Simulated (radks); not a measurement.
Question: These are the eigenvalues of the occupied orbitals of an atom or ion with whole-number occupations (eV). Method: Dirac Kohn-Sham, exchange-only PBE, spin-unpolarised, spherical densities, finite nucleus; Fermi nuclear charge, rms radius of each element as measured or else 0.836 A^(1/3) + 0.57 fm; computed with a radial shooting solver on a logarithmic mesh with Libxc functionals.

orbital  eigenvalue
1s1/2     -85236.76
2s1/2     -16931.12
2p1/2     -16344.42
2p3/2     -14393.69
3s1/2     -5632.660
3p1/2     -5373.729
3p3/2     -4927.091
3d3/2     -4507.247
3d5/2     -4410.451
4s1/2     -2644.377
4p1/2     -2531.743
4p3/2     -2386.219

Which element is it, and in what charge state? The configuration may be excited. Open shells, if any, fill j = l - 1/2 first.

Answer: Z = 80, mercury, charge +45: Hg45+ in [Ar] 3d10 4s2 4p5. The list shows which subshells hold electrons but not how many an open one holds; the 1s level, -3132.4 hartree, gives Z - s = 79.2 by -(Z - s)^2/2, which with screening and relativity narrows Z to a few neighbours, and the depths of the outer levels then fix element, charge and occupations together.
